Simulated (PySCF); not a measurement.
GaBr3, SMILES [Br][Ga]([Br])[Br]. The structure is a stationary point at B3LYP-D3(BJ)/def2-SVP. The isomer is the one that the SMILES or the coordinates give; other isomers of the formula were not compared.

Calculation: B3LYP-D3(BJ)/def2-SVP (PySCF).

Harmonic wavenumbers (cm⁻¹): 81, 81, 108, 222, 346, 346. Rotational constants (GHz): 0.8095, 0.8095, 0.4047; symmetry number 6.

Work out the zero-point energy and the ideal-gas rigid-rotor harmonic-oscillator thermochemistry at 298.15 K and 1 atm.

ZPE = ½ Σ hcν = ½ × 1183 cm⁻¹ = 7.08 kJ/mol. H − E(el) = 26.24 kJ/mol. Entropy in J/(mol K): translation 180.27, rotation 116.78, vibration 64.20, total 361.25. G − E(el) = -81.47 kJ/mol. Cp = 78.63 J/(mol K). Modes under 150 cm⁻¹ make the vibrational entropy uncertain.
